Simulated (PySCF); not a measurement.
**CBr₃⁺ at several levels of theory**

All levels use the PBE0 minimum (singlet; C–Br 1.806 Å (×3); Br–C–Br 120.0° (×3)), basis [C def2-TZVP, Br def2-TZVP], no relativity, density fitting, no spin–orbit coupling, PySCF. For vertical energies the ionised species is a doublet (spins chosen at PBE0 and kept) and the electron-attached one a doublet. Open shells are unrestricted, also as the reference of the correlated levels. A dash marks a value that was not computed or is not defined at that level.

| level | vertical IP (eV) | vertical EA (eV) | −ε(HOMO) (eV) | gap (eV) |
| --- | --- | --- | --- | --- |
| PBE0 | 16.12 | 7.74 | 13.99 | 4.43 |
| HF | 16.44 | 7.80 | 17.02 | 10.91 |
| MP2 | 16.29 | 7.46 | – | – |
| PBE | 15.62 | 7.39 | 12.65 | 2.42 |
| r2SCAN | 15.91 | 7.66 | 13.00 | 2.75 |
| B3LYP | 16.02 | 7.67 | 13.71 | 4.00 |
| TPSSh | 15.92 | 7.62 | 13.32 | 3.36 |
| wB97X | 16.48 | 7.88 | 16.31 | 8.77 |
| revPBE | 15.57 | 7.34 | 12.61 | 2.44 |
